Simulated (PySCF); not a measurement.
Structure with atom numbers: `[CH2:1]=[N:2][C:3]1([CH3:4])[CH2:5][CH2:6][CH2:7]1`. Each H is labelled by its parent atom. Ha(C1) is cis to C3; Hb(C1) is trans to C3.

Geometry: GFN2-xTB; GIAO shifts from PySCF 2.14, gas phase, non-relativistic, averaged over equivalent atoms.

At WP04/6-31G* (120 basis functions, 17 s wall time on 1 thread of an AMD EPYC 7R43 64-Core, shared host):
```json
{"atoms": "C1", "δ (ppm)": "133.4"}
{"atoms": "C3", "δ (ppm)": "63.5"}
{"atoms": "C5/C7", "δ (ppm)": "35.8"}
{"atoms": "C4", "δ (ppm)": "29.5"}
{"atoms": "C6", "δ (ppm)": "17.3"}
{"atoms": "N2", "δ (ppm)": "359.8"}
{"atoms": "Ha(C1)", "δ (ppm)": "7.12"}
{"atoms": "Hb(C1)", "δ (ppm)": "6.85"}
{"atoms": "Ha(C5)/Ha(C7)", "δ (ppm)": "2.27"}
{"atoms": "Hb(C5)/Hb(C7)", "δ (ppm)": "2.13"}
{"atoms": "Ha(C6)", "δ (ppm)": "1.79"}
{"atoms": "Hb(C6)", "δ (ppm)": "1.69"}
{"atoms": "H(C4)", "δ (ppm)": "1.25"}
```

Shifts are taken against calculated references (same method and geometry level): ¹³C (186.09 ppm), ¹H (32.67 ppm) against TMS; ¹⁵N (248.42 ppm) vs NH3.

Predict the values at PBE0/pcseg-1 on the same geometry.

Results:


```csv
atoms,δ at PBE0/pcseg-1,change
C1,148.5,+15.1
C3,69.1,+5.6
C5/C7,37.9,+2.1
C4,33.4,+3.9
C6,15.0,-2.3
N2,417.8,+58.0
Ha(C1),7.59,+0.47
Hb(C1),7.39,+0.54
Ha(C5)/Ha(C7),2.32,+0.05
Hb(C5)/Hb(C7),2.10,-0.03
Ha(C6),1.80,+0.01
Hb(C6),1.77,+0.08
H(C4),1.31,+0.06
```

Scale: ¹³C (σ = 196.96 ppm), ¹H (σ = 31.87 ppm) against TMS; NH3 for ¹⁵N (σ = 270.91 ppm) (reference shieldings calculated alike).

The largest change is at N2 (imine nitrogen). Cost: 153 basis functions, 22 s wall time on 1 thread of an AMD EPYC 7R43 64-Core, shared host. The order of the carbon signals is the same at both levels.

Experimental scales use liquid or dissolved standards, which lie at an offset from isolated NH3 (liquid NH3: subtract about 20 ppm). Unscaled 15N shifts of sp2 nitrogen come out 20 to 40 ppm too high even then.
